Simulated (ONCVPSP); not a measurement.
## N, ONCV: configuration errors across variants

ONCVPSP 4.0.1 input, shortened (lines: element, Z, core and valence counts, functional; n l f; lmax; l rc ep ncon nbas qcut; lloc lpopt rc5 dvloc0; l nproj debl; icmod fcfact rcfact), PBE, scalar-relativistic:

```
  N 7.00    1    2        4      upf
    1    0    2.00
    2    0    2.00
    2    1    3.00
    2
    0    1.00    0.00    3    6    8.40
    1    1.55    0.00    3    7    7.30
    2    1.25    0.31    4    7    7.40
    4    4    0.95    0.00
    0    2    1.40
    1    2    1.80
    2    2    1.30
    1    0.55    0.00
```

All-electron excitation energies from the reference (eV): (1) 2s2 2p2 13.591; (2) 2s2 2p1 42.445; (3) 2s2 2p0 89.527; (4) 2s2 2p2.5 5.093.

Errors AE − PS in meV (a dash: test not solved or not reliable):

```csv
change,(1),(2),(3),(4),bound ghosts,GHOST(+) flags above zero
base,+26,+233,+955,+3.7,none,none
d: nbas 9,+26,+233,+955,+3.7,none,none
"s: ncon 4, nbas 7",+26,+230,+944,+3.6,none,none
d: qcut 7.9,+26,+233,+955,+3.7,none,none
"all radii but the core radius scaled by about 1.32 (s 1.32, p 2.04, d 1.64 bohr); local potential polynomial inside 1.26 bohr (lpopt 4, dvloc0 0 Ha)",+60,+479,+1815,+9.6,none,none
d: debl 4.5,+26,+233,+955,+3.7,none,none
```

Task: Give the same row for: s: qcut 12.2; p: qcut 10.6; d: qcut 10.7.

Result: +10, +99, +433, +1.4; bound ghosts: none; GHOST(+) flags above zero: none.
